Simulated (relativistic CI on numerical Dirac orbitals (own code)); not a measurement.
**The spin-orbit constant of Zr³⁺ from its measured fine structure**

Problem. The ground term ²D of Zr³⁺ (4s²4p⁶4d) has the measured levels J = 3/2: 0.0, J = 5/2: 1250.7 cm⁻¹ (measured levels as listed in Rauch et al., Astron. Astrophys. 599, A142 (2017)). Test the interval rule and estimate ζ(4d).

Working.
1. In LS coupling E(J) − E(J − 1) = AJ. The intervals give A = 500.3 (J = 5/2) cm⁻¹.
2. A doublet has one interval, so the rule cannot be tested.
3. The whole width divided by the sum of the upper J values gives a mean A = 500.3 cm⁻¹.
4. For the Hund term of a shell that is less than half full, A = +ζ/2S with 2S = 1, so ζ = 500 cm⁻¹.

Check. The value calculated from Dirac-Coulomb-Breit radial functions of this configuration is ζ = 443 cm⁻¹, 11 % below the estimate from measurement. The same recipe applied to the calculated levels returns 460 cm⁻¹, which shows the bias of the recipe itself.
